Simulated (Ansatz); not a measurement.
Reaction (substitution at a C–Ge bond): `[SiH3][CH2][GeH2][Cl]` + `C=CS` → `C=CSC[SiH3]` + `[Cl][GeH3]`

Program: Ansatz. Geometries: PBE0-D4/def2-TZVP. ΔE: electronic, gas phase. CCSD(T)/CBS is the MP2 limit (def2-TZVPP, def2-QZVPP) plus CCSD(T) − MP2 in def2-TZVPP, frozen cores. This one scheme is used for every species. Functionals use def2-TZVPP. B3LYP here is the variant with VWN-RPA as its local correlation; programs differ in this. For Ge outer-core shells are correlated without core-valence functions, which leaves a few kJ/mol of doubt a bond. Scalar relativity is left out up to krypton. Each species was taken in one conformer, which may not be the lowest.

```csv
level,ΔE (eV)
PBE0-D4,0.48
B3LYP,0.48
```

Question: What does CCSD(T)/CBS give? (An estimate is asked.)

Answer: Ansatz gave: +0.54 eV. The listed levels differ from it by -0.06, -0.06 eV.

Largest T1 diagnostic among the species: 0.012.

From PBE to PBE0 (25 % exact exchange), in def2-TZVPP and without D4, ΔE moves by +0.03 eV.
